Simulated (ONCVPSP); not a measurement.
# Configuration tests for C (ONCV)

```json
{
 "Element": "C",
 "Generator": "ONCVPSP 4.0.1",
 "Type": "optimised norm-conserving Vanderbilt (ONCV)",
 "Functional": "LDA (Perdew-Zunger)",
 "Relativity": "scalar-relativistic",
 "Frozen core": "[He]",
 "Valence charge": "4",
 "Reference configuration": "2s2 2p2",
 "Partial waves": "2s: rc 1.20 bohr, ncon 4, nbas 7, qcut 5.3 1/bohr, 2 projectors, debl 2.8 Ha; 2p: rc 2.15 bohr, ncon 3, nbas 7, qcut 7.3 1/bohr, 1 projector; d scattering state at 0.04 Ha: rc 1.70 bohr, ncon 5, nbas 9, qcut 6.2 1/bohr, 2 projectors, debl 2 Ha",
 "Local potential": "polynomial inside 1.05 bohr (lpopt 5, dvloc0 0 Ha)",
 "Core correction": "Teter function, fcfact 5.5, rcfact 1.05"
}
```

Energies are relative to the spin-unpolarised reference configuration 2s2 2p2; without spin polarisation the order of configurations can differ from experiment.

```csv
valence configuration,charge,ΔE all-electron (eV),error AE − PS (meV)
2s2 2p0,+2,35.247,+316
2s1 2p0,+3,83.217,+675
2s2 2p1.5,+0.5,4.029,+4.2
```

Problem. What are ΔE and the potential's error for 2s2 2p1?

Solution. ΔE = 10.988 eV all-electron; the error (AE − PS) is +32 meV.

Levels in the configuration 2s2 2p1.5:

| level | all-electron (eV) | pseudo (eV) |
| --- | --- | --- |
| 2s | -19.248 | -19.248 |
| 2p | -10.847 | -10.824 |
